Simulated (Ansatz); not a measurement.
Isomers of HfTe$_{2}$⁺ (doublet), relaxed with B3LYP-D4/def2-TZVP; total energies from Ansatz at CAM-B3LYP-D4/def2-TZVP.

```csv
isomer,description,energy (Eh)
A,point group not assigned; 2 × Hf–Te 2.66 Å; 1 × Te–Te 2.85 Å,-583.77188
B,point group C2v; 2 × Hf–Te 2.57 Å,-583.77007
```

In the def2 sets Hf, Te take a core potential; there is no spin–orbit coupling.

The isomers come from a short search, and lower ones may exist.

Work out the relative energies (1 Eh = 2625.5 kJ/mol) and the Boltzmann populations at 1200 K from electronic energies alone (R = 8.314 J/mol/K).

ΔE: A 0.0, B 4.8 kJ/mol. RT = 9.98 kJ/mol. Factors exp(−ΔE/RT): A 1, B 0.618; sum 1.618. Populations: A 61.8 %, B 38.2 %. Zero-point energy, vibrational entropy and symmetry numbers are left out and can shift these; an error of 4 kJ/mol changes a ratio by a factor of 1.5. Over the other density-functional and correlated levels in def2 sets, the gap between A and B ranges from -5 to 4 kJ/mol.
